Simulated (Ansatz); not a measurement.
Total energies of `BBCBI`.

```
atom   x (Å)   y (Å)   z (Å)
  B1  -1.135  -0.595   1.636
  B2  -0.738   0.264   0.297
  C3   0.108  -0.327  -0.895
  B4   1.264   0.671  -1.085
  I5   3.213   0.249  -0.349
  H6  -2.146  -1.235   1.712
  H7  -0.421  -0.616   2.601
  H8  -1.094   1.411   0.200
  H9  -0.569  -0.192  -1.755
 H10   0.391  -1.372  -0.778
 H11   1.127   1.742  -1.585
```

Charge 0, multiplicity 1. Correlated methods include outer-core shells of I, which these sets cover unevenly. I: def2 effective core potential. The geometry is a stationary point of PBE0-D4/def2-TZVP. It is one conformer, not always the lowest. Basis def2-TZVPP, the Gaussian-basis code of Ansatz.

RPA on PBE orbitals: Hartree–Fock energy of these orbitals -412.04572 Eh, correlation -1.47481 Eh (frozen core).

```tsv
functional	energy without D4 (Eh)	D4 term (kJ/mol)
BLYP	-413.85571	-49.9
ωB97X-V	-413.94541	–
```

Problem. Give the same for LDA (SPW92), PBE, revPBE, r2SCAN, B97M-V, PBE0, B3LYP, r2SCANh, r2SCAN0, HSE06 (plane-wave form), BHLYP, CAM-B3LYP, LC-ωPBE, ωB97M-V, B2PLYP, PBE-QIDH. (Best estimate.)

Solution. Ansatz gave: 
```csv
functional,energy without D4 (Eh),D4 term (kJ/mol)
LDA (SPW92),-412.29717,–
PBE,-413.77351,-23.0
revPBE,-413.98719,-65.5
r2SCAN,-414.01816,-5.8
B97M-V,-414.00709,–
PBE0,-413.83271,-19.8
B3LYP,-414.09994,-37.3
r2SCANh,-414.00610,-6.3
r2SCAN0,-413.98903,-6.9
HSE06 (plane-wave form),-413.82251,-18.6
BHLYP,-413.87545,-29.8
CAM-B3LYP,-413.90518,-20.4
LC-ωPBE,-413.92372,–
ωB97M-V,-413.89340,–
B2PLYP,-413.69397,–
PBE-QIDH,-413.66155,–
```

B3LYP takes the VWN-RPA correlation (the form of Gaussian; ORCA's B3LYP/G). HSE06 is the plane-wave form, built on full-range PBE exchange. The double hybrids freeze the cores in their second-order part.

LC-ωPBE has ω = 0.4 bohr⁻¹.
